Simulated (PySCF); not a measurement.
Isomers of C5H9FSi, mass 116.046 u with the commonest isotopes. Theory: CAM-B3LYP/def2-SVPD in PySCF (dipole) on a GFN2-xTB geometry, gas phase. One conformer each, none proved a minimum here; rigid rotors.

**Question.** Order these by radius of gyration √(Σ m r²/M), smallest first.
A. `[CH3:1][CH2:2][C:3]1=[CH:4][C@@H:5]([F:6])[SiH2:7]1` with C1–C2–C3–C4 129°
B. `[CH3:1][C:2]1=[CH:3][Si@H:4]([F:5])[CH2:6][CH2:7]1` with C2–C3–Si4–F5 122°, C3–Si4–C6–C7 -15°, Si4–C6–C7–C2 18°, C1–C2–C7–C6 167°
C. `[CH2:1]=[CH:2]/[CH:3]=[C:4](/[CH3:5])[SiH2:6][F:7]` with C1–C2–C3–C4 179°, C3–C4–Si6–F7 -177°

**Answer.** B (1.953 Å), A (2.050 Å), C (2.189 Å).

**Question.** Order these by rotational constant C, smallest first.
A. `[CH3:1][C:2]1=[CH:3][Si@H:4]([F:5])[CH2:6][CH2:7]1` with C2–C3–Si4–F5 122°, C3–Si4–C6–C7 -15°, Si4–C6–C7–C2 18°, C1–C2–C7–C6 167°
B. `[CH3:1][CH2:2][C:3]1=[CH:4][C@@H:5]([F:6])[SiH2:7]1` with C1–C2–C3–C4 129°
C. `[CH2:1]=[CH:2]/[CH:3]=[C:4](/[CH3:5])[SiH2:6][F:7]` with C1–C2–C3–C4 179°, C3–C4–Si6–F7 -177°

**Answer.** C (916.7 MHz), B (1078 MHz), A (1200 MHz).

**Question.** Order these by rotational constant A, largest first.
A. `[CH3:1][C:2]1=[CH:3][Si@H:4]([F:5])[CH2:6][CH2:7]1` with C2–C3–Si4–F5 122°, C3–Si4–C6–C7 -15°, Si4–C6–C7–C2 18°, C1–C2–C7–C6 167°
B. `[CH3:1][CH2:2][C:3]1=[CH:4][C@@H:5]([F:6])[SiH2:7]1` with C1–C2–C3–C4 129°
C. `[CH2:1]=[CH:2]/[CH:3]=[C:4](/[CH3:5])[SiH2:6][F:7]` with C1–C2–C3–C4 179°, C3–C4–Si6–F7 -177°

**Answer.** B (4616 MHz), A (4385 MHz), C (4116 MHz).

```json
{"SMILES": "C=C/C=C(/C)[SiH2]F", "point group": "near Cs", "Ia (u·Å²)": "122.77", "Ib (u·Å²)": "437.77", "Ic (u·Å²)": "551.30", "κ": "-0.85", "μa (D)": "1.85", "μb (D)": "0.27", "μc (D)": "0.04"}
{"SMILES": "CC1=C[Si@H](F)CC1", "point group": "C1", "Ia (u·Å²)": "115.24", "Ib (u·Å²)": "348.98", "Ic (u·Å²)": "421.04", "κ": "-0.84", "μa (D)": "2.48", "μb (D)": "0.85", "μc (D)": "0.72"}
{"SMILES": "CCC1=C[C@@H](F)[SiH2]1", "point group": "C1", "Ia (u·Å²)": "109.48", "Ib (u·Å²)": "396.88", "Ic (u·Å²)": "468.67", "κ": "-0.89", "μa (D)": "2.47", "μb (D)": "0.30", "μc (D)": "0.69"}
```
